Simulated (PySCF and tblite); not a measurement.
The numbers below are computed, except where a source is named.
2 regioisomers of C4H10GeS:

```json
{"isomer": "A", "SMILES": "[GeH3:1][C@@H:2]1[CH2:3][CH2:4][CH2:5][S:6]1"}
{"isomer": "B", "SMILES": "[GeH3:1][C@@H:2]1[CH2:3][CH2:4][S:5][CH2:6]1"}
```

Protocol: conformer search, at most 6 conformers an isomer, GFN2-xTB geometries, energies B3LYP/def2-SVP (IEF-PCM, dichloromethane) (D3(BJ) added where defined), GIAO shieldings B97-2/pcSseg-1 (IEF-PCM, dichloromethane), weights at 298.15 K with GFN2-xTB thermal terms. Programs: PySCF with density fitting and tblite.

(1) What shifts does each isomer give (ppm; of two unlike H on one atom, a is the less shielded)?

Spin–orbit effects of the heavy atoms on shieldings are missing. Shifts are unscaled: against experiment ¹³C can be off by 15 ppm or more and ¹H by 0.8 ppm.

Answers

(1) 
A: ¹H (against TMS): 3.02 (H5a, 1H), 3.00 (H5b, 1H), 3.00 (H2, 1H), 2.35 (H3a, 1H), 2.23 (H4a, 1H), 1.84 (H4b, 1H), 1.73 (H3b, 1H). ¹³C (against TMS): 39.5 (C3), 38.9 (C5), 35.8 (C4), 35.4 (C2).

B: ¹H (against TMS): 3.13 (H6a, 1H), 3.07 (H4a, 1H), 2.99 (H4b, 1H), 2.85 (H6b, 1H), 2.37 (H3a, 1H), 1.47 (H3b, 1H), 1.47 (H2, 1H). ¹³C (against TMS): 41.8 (C6), 39.4 (C3), 39.0 (C4), 32.1 (C2). H not on carbon is left out.
